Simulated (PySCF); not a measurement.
**Magnetisability: `B[AsH]C(C)(C)C`, C$_{4}$H$_{12}$AsB**

Geometry (Å), atoms numbered from 1 in this order:
```xyz
18

B     2.295   -0.645    0.871
As    1.031    0.770    0.358
C    -0.746   -0.098    0.039
C    -1.679    0.975   -0.518
C    -1.251   -0.590    1.392
C    -0.632   -1.259   -0.945
H     3.463   -0.520    0.591
H     1.947   -1.535    1.610
H     1.464    1.066   -1.066
H    -2.681    0.548   -0.693
H    -1.788    1.821    0.177
H    -1.315    1.371   -1.480
H    -1.355    0.236    2.113
H    -2.244   -1.057    1.272
H    -0.580   -1.344    1.830
H    -1.631   -1.688   -1.138
H     0.010   -2.061   -0.552
H    -0.217   -0.934   -1.912
```

Method used: GIAO BHandHLYP/pcSseg-1 magnetisability, rotational g tensor and spin-rotation constants, non-relativistic, gas phase (PySCF 2.14.0). Geometry: PBE0-D3(BJ)/def2-SVP.

The calculation is non-relativistic, which matters for the atoms heavier than Zn.

Problem. What are the magnetisability and the molar susceptibility?

Solution. Isotropic -1377 × 10⁻³⁰ J/T², or -82.9 × 10⁻⁶ cm³/mol; principal values -1598, -1328, -1204 × 10⁻³⁰ J/T², anisotropy 349 × 10⁻³⁰ J/T² (root of half the summed squared differences of the principal values). The susceptibility is in cgs units.

Problem. Split it along the inertial axes a, b, c into diamagnetic and paramagnetic parts about the centre of mass, with the quadrupole moment.

Solution. 
```tsv
axis	χ (10⁻⁶ cm³/mol)	diamagnetic (10⁻⁶ cm³/mol)	paramagnetic (10⁻⁶ cm³/mol)	summed x² of all electrons (Å²)	quadrupole Θ (D Å)
a	-83.5	-503.1	419.6	148.9	-0.24
b	-78.3	-844.8	766.5	68.4	-1.05
c	-86.9	-921.8	834.9	50.2	+1.29
```
Anisotropies 2χaa − χbb − χcc = -1.8 and 2χbb − χaa − χcc = +13.7 × 10⁻⁶ cm³/mol. Θ is traceless in Buckingham's convention.

Problem. And the rotational g tensor?

Solution. 
| axis | rotational constant (GHz) | g | nuclear part | electronic part |
| --- | --- | --- | --- | --- |
| a | 3.3672 | -0.0203 | 0.6435 | -0.6637 |
| b | 1.6906 | -0.0139 | 0.5949 | -0.6088 |
| c | 1.5188 | -0.0074 | 0.5883 | -0.5957 |

Asymmetric top; isotopes 75As, 11B, 12C, 1H; no vibrational averaging.
